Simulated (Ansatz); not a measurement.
## One elementary step

Start structure (GaNH6O2, singlet), relaxed at PBE0-D4/def2-TZVP:

```tsv
atom	x (Å)	y (Å)	z (Å)
Ga1	0.6440	-0.3393	-0.3938
H2	1.1430	-1.8211	-0.4603
O3	-0.0489	0.4599	-1.8751
O4	1.4140	0.8784	0.7260
H5	-1.5722	-1.2001	0.9891
N6	-1.2078	-0.3301	0.6213
H7	0.3024	1.3435	-1.9979
H8	2.2748	0.6228	1.0580
H9	-1.8641	0.0560	-0.0499
H10	-1.0852	0.3299	1.3828
```

The step: GaH₃O₂ ([OH][GaH][OH]) + NH₃ → GaNH₄O₂ ([NH2][Ga]([OH])[OH]) + H₂; bonds formed: H2–H5; dative contacts that become bonds: Ga1–N6; bonds broken: Ga1–H2, H5–N6. Program: Ansatz 0.2.0. Basis: def2-TZVPP and def2-QZVPP. Cores are frozen in the correlated methods. Filled d shells of the heavier atoms are correlated. The def2 sets are not built for correlating such inner shells, so the correlated values are less sure here. Extrapolation: Hartree–Fock as exp(−7.88 √X), correlation as X^−2.97. Energies below are by CCSD(T) at an estimated basis limit (MP2 extrapolated from triple and quadruple zeta, plus CCSD(T) − MP2 in triple zeta).

Question: What are the electronic barrier and the energy of the step, from the start structure to the end structure? (An estimate is asked for; the value comes from the calculation.)

Answer: Computed: Barrier 48.33 kcal/mol; step energy 20.85 kcal/mol (uphill); reverse barrier, their difference, 27.48 kcal/mol. Barrier and step energy count from the start structure, the reverse barrier from the end structure.

The saddle point: One imaginary mode of 1357i cm⁻¹.
| pair | start (Å) | saddle (Å) | end (Å) |
| --- | --- | --- | --- |
| Ga1–N6 | 2.11 | 1.96 | 1.82 |
| H2–H5 | 3.14 | 1.00 | 0.75 |
| Ga1–H2 | 1.56 | 1.90 | 2.90 |
| H5–N6 | 1.01 | 1.40 | 3.12 |

Zero-point energy (harmonic, PBE0-D4): ZPE is 45.34 kcal/mol at the start and 41.17 kcal/mol at the saddle, so the barrier goes from 48.33 to 44.15 kcal/mol.

First-order rate constant out of the start structure at 298 K by transition-state theory, with harmonic vibrational free energies alone and no tunnelling: ΔA‡ = 44.26 kcal/mol, so k = (kB T/h) exp(−ΔA‡/kB T) ≈ 10^-20 s⁻¹ (an order of magnitude at best: rotation, the number of equivalent paths and anharmonicity are left out).

The T1 diagnostic stays at or below 0.014.

The step is the kind of exchange with an N–H group that builds nitride films in atomic layer and chemical vapour deposition.

Labels in which every atom is bracketed show which atoms are joined, not bond orders.

For scale, one of the runs: CCSD(T)/def2-TZVPP, 225 basis functions, launched by `ansatz run in.yaml --threads 4 --pin off --events-out ev --progress --plain --max-ram 9574MiB`. Time: 49 s of wall clock on 4 CPU threads of an AMD EPYC 9R45; the host was shared. Peak host memory: 3.9 GiB.
